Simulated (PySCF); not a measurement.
PySCF 2.14 output of a UHF calculation on a single atom or ion in ANO-RCC-VTZP, with scalar relativity by spin-free X2C-1e:

```
SCF conv_tol = 1e-09
number electrons alpha = 28  beta = 27
cycle= 1 E= -8131.09995747865  delta_E= -0.00175  |g|= 0.0133  |ddm|= 0.0434
cycle= 2 E= -8131.10010649012  delta_E= -0.000149  |g|= 0.00483  |ddm|= 0.0125
cycle= 3 E= -8131.10013136185  delta_E= -2.49e-05  |g|= 0.00064  |ddm|= 0.00736
cycle= 4 E= -8131.10013200039  delta_E= -6.39e-07  |g|= 0.000186  |ddm|= 0.00134
cycle= 5 E= -8131.10013204308  delta_E= -4.27e-08  |g|= 2.69e-05  |ddm|= 0.000365
cycle= 6 E= -8131.10013204426  delta_E= -1.19e-09  |g|= 2.67e-06  |ddm|= 6.82e-05
cycle= 7 E= -8131.10013204426  delta_E= -3.64e-12  |g|= 3.72e-07  |ddm|= 5.29e-06
converged SCF energy = -8131.10013204426  <S^2> = 0.75314807  2S+1 = 2.0031456
```

The run itself started from symmetry-adapted Hartree-Fock orbitals and held the occupation by maximum overlap, so the iterations belong to that start.

Problem. Which element, charge and spin multiplicity is this?

Solution. Ba⁺ (barium, charge +1), multiplicity 2; the state was [Xe] 5d1, 2D determinant (an excited configuration).

Spin-orbit coupling, absent here, splits the open shell strongly.
